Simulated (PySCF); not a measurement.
CH3Cl2Sn, doublet, at a GFN2-xTB geometry (such geometries of metal compounds can be far from the true shape) (the spin is typed, not shown lowest) (all electrons, no relativity); PySCF with B3LYP/STO-3G.

PySCF was given this input:
```python
from pyscf import gto, scf, dft

mol = gto.Mole()
mol.atom = '''
    Sn   -0.25987517    0.10089511    0.41959888
    C    -1.92570834   -1.45600401   -0.35249903
    H    -1.41774794   -1.94074201   -1.17614683
    H    -2.78104771   -0.87777075   -0.67520745
    H    -2.16104505   -2.14229292    0.44986603
    Cl    0.01934069    1.63428595   -1.40025402
    Cl    1.79876807   -1.12534039    0.37299158
'''
mol.basis = 'sto-3g'
mol.spin = 1
mol.verbose = 4
mol.build()

mf = dft.UKS(mol)
mf.xc = 'b3lyp'
mf.kernel()
```

What the program printed (banner, timings and long lists left out):

```
PySCF version 2.14.0

[INPUT] verbose = 4
[INPUT] num. atoms = 7
[INPUT] num. electrons = 93
[INPUT] charge = 0
[INPUT] spin (= nelec alpha-beta = 2S) = 1
[INPUT] symmetry False subgroup None
[INPUT] Mole.unit = angstrom
[INPUT] Symbol           X                Y                Z      unit          X                Y                Z       unit  Magmom
[INPUT]  1 Sn    -0.259875170000   0.100895110000   0.419598880000 AA   -0.491092897875   0.190664125208   0.792926965374 Bohr   0.0
[INPUT]  2 C     -1.925708340000  -1.456004010000  -0.352499030000 AA   -3.639061358391  -2.751448815168  -0.666126625875 Bohr   0.0
[INPUT]  3 H     -1.417747940000  -1.940742010000  -1.176146830000 AA   -2.679155320266  -3.667470877338  -2.222595390975 Bohr   0.0
[INPUT]  4 H     -2.781047710000  -0.877770750000  -0.675207450000 AA   -5.255418511249  -1.658746317654  -1.275957157766 Bohr   0.0
[INPUT]  5 H     -2.161045050000  -2.142292920000   0.449866030000 AA   -4.083783287347  -4.048346897395   0.850123589445 Bohr   0.0
[INPUT]  6 Cl     0.019340690000   1.634285950000  -1.400254020000 AA    0.036548607160   3.088352854725  -2.646096602621 Bohr   0.0
[INPUT]  7 Cl     1.798768070000  -1.125340390000   0.372991580000 AA    3.399179013912  -2.126585134011   0.704851932969 Bohr   0.0

nuclear repulsion = 560.933857594784
number of shells = 27
number of NR pGTOs = 159
number of NR cGTOs = 53
basis = sto-3g
ecp = {}

******** <class 'pyscf.dft.uks.UKS'> ********
method = UKS
initial guess = minao
damping factor = 0
level_shift factor = 0
DIIS = <class 'pyscf.scf.diis.CDIIS'>
diis_start_cycle = 1
diis_space = 8
diis_damp = 0
SCF conv_tol = 1e-09
SCF conv_tol_grad = None
SCF max_cycles = 50
direct_scf = True
direct_scf_tol = 1e-13
number electrons alpha = 47  beta = 46
XC library pyscf.dft.libxc version 7.1.2
    S. Lehtola, C. Steigemann, M. J. T. Oliveira, and M. A. L. Marques,  SoftwareX 7, 1–5 (2018)
XC functionals = b3lyp
    P. J. Stephens, F. J. Devlin, C. F. Chabalowski, and M. J. Frisch,  J. Phys. Chem. 98, 11623 (1994)
radial grids:
    Treutler-Ahlrichs [JCP 102, 346 (1995); DOI:10.1063/1.469408] (M4) radial grids

becke partition: Becke, JCP 88, 2547 (1988); DOI:10.1063/1.454033
pruning grids: <function nwchem_prune>
grids dens level: 3
symmetrized grids: False
atomic radii adjust function: <function treutler_atomic_radii_adjust>
small_rho_cutoff = 0
Set gradient conv threshold to 3.16228e-05
tot grids = 103264
init E= -6898.11776969318

cycle= 1 E= -6915.16119261616  delta_E=  -17  |g|= 0.223  |ddm|= 2.26
cycle= 2 E= -6915.19694676462  delta_E= -0.0358  |g|= 0.164  |ddm|= 0.926
cycle= 3 E= -6915.21727229139  delta_E= -0.0203  |g|= 0.0841  |ddm|= 0.475
cycle= 4 E= -6915.22225041071  delta_E= -0.00498  |g|= 0.00453  |ddm|= 0.128
cycle= 5 E= -6915.2222753702  delta_E= -2.5e-05  |g|= 0.00283  |ddm|= 0.0217
cycle= 6 E= -6915.222286724  delta_E= -1.14e-05  |g|= 0.000429  |ddm|= 0.00913
cycle= 7 E= -6915.22228694885  delta_E= -2.25e-07  |g|= 4.08e-05  |ddm|= 0.00136
cycle= 8 E= -6915.22228695289  delta_E= -4.04e-09  |g|= 8.53e-06  |ddm|= 0.000222
cycle= 9 E= -6915.2222869531  delta_E= -2.11e-10  |g|= 2.35e-06  |ddm|= 4.99e-05
Extra cycle  E= -6915.22228695303  delta_E= 6.64e-11  |g|= 1.35e-06  |ddm|= 1.3e-05
converged SCF energy = -6915.22228695303  <S^2> = 0.75276093  2S+1 = 2.002759
```
